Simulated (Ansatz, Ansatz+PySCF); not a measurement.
```xyz
3

S     0.0000    0.0000   -0.2080
H     0.0000    1.9430    1.6643
H     0.0000   -1.9430    1.6643
```

Basis set: 6-31G* (spherical functions). Left uncorrelated: 5 orbitals. Charge 0, multiplicity 1.

Computed with Ansatz (development build ahead of 0.2.0); each method stands on the lowest determinant of its kind that the runs found. Restricted open shells among the atoms or ions are ROHF, correlated in semicanonical orbitals with singles.

Give the atomization energy at this shape (free ground-state atoms in the same class of orbitals less the molecule, no zero-point energy) of singlet H₂S by RHF-CCSD(T), UHF-CCSDT(Q), UHF-CCSD(T), UHF-MP2, RHF-MP2, UHF, RHF.

```tsv
method	atomization energy
RHF-CCSD(T)	0.65 eV
UHF-CCSDT(Q)	0.42 eV
UHF-CCSD(T)	0.27 eV
UHF-MP2	0.15 eV
RHF-MP2	-1.73 eV
UHF	0.11 eV
RHF	-5.03 eV
```

Caution for RHF-CCSD(T), RHF-MP2, RHF: an unrestricted determinant lies well below. Caution for RHF-CCSD(T), RHF-MP2: large amplitudes, a single reference is doubtful. Caution for RHF-CCSD(T), UHF-CCSD(T): the program doubts this total. Caution for UHF-CCSDT(Q): another reference gives a lower total. Caution for UHF-CCSDT(Q), UHF-CCSD(T), UHF-MP2: bonds are stretched, where a single reference can fail. Caution for UHF-CCSDT(Q), UHF-CCSD(T), UHF-MP2, UHF: the unrestricted determinant is a mixture of spin states. Caution for RHF-MP2, RHF: the molecule lies well above its atoms at this level.
